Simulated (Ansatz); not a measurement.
A search over several starts for the lowest SCF solution of V3⁺ at the given spin, in a small basis.

```yaml
crystal:
  periodic: [false, false, false]
  atoms:
    - {symbol: V, position_ang: [0.268426, 0.619286, -0.880946]}
    - {symbol: V, position_ang: [0.822620, -0.741356, 0.094459]}
    - {symbol: V, position_ang: [-1.091055, 0.122070, 0.786497]}
basis:
  gaussian: {orbitals: def2-SVP}
total_charge: 1
hamiltonian: {xc: pbe0, dispersion: d4}
output: {orbitals: {seedname: orbitals}}
```

```sh
$ ansatz run in.yaml --threads 2 --pin off --events-out ev --progress --plain --max-ram 4352MiB
```

Shortened log:

```
Functional definition: PBE0
1052 factors; integrals over basis functions are off by at most 1.1e-3 eV
mean field evaluation 1: about -76957.6870 eV, gradient 1.8e2 eV
mean field evaluation 2: about -76224.1142 eV, gradient 4.5e2 eV
mean field evaluation 4: about -76629.9313 eV, gradient 3.8e2 eV
mean field evaluation 8: about -76968.1733 eV, gradient 1.2e2 eV
mean field evaluation 16: about -77022.1011 eV, gradient 1.7e-4 eV
mean field -77022.10111774 eV, -2830.5100086217 hartree, gradient 2.2e-5 eV, S^2 0.000000; 2 other end points of the search recorded, 0 dependent functions left out
reference -77022.10115487 eV, -2830.5100099862 hartree; 34, 34 occupied and 59, 59 virtual orbitals, 1052 factors
Total energy: -77022.17635916 eV, -2830.5127736928 hartree
```

Hardware: 2 threads of AMD EPYC 9R45 on a shared host. Wall time 2.5 s.

A triplet lies near this restricted singlet, and broken spin symmetry wasn't tried. At PBE0-D4/def2-TZVP a triplet of charge 1 lies 1.26 eV below the restricted singlet at the same geometry. The structure comes from a short search, and lower isomers may exist.
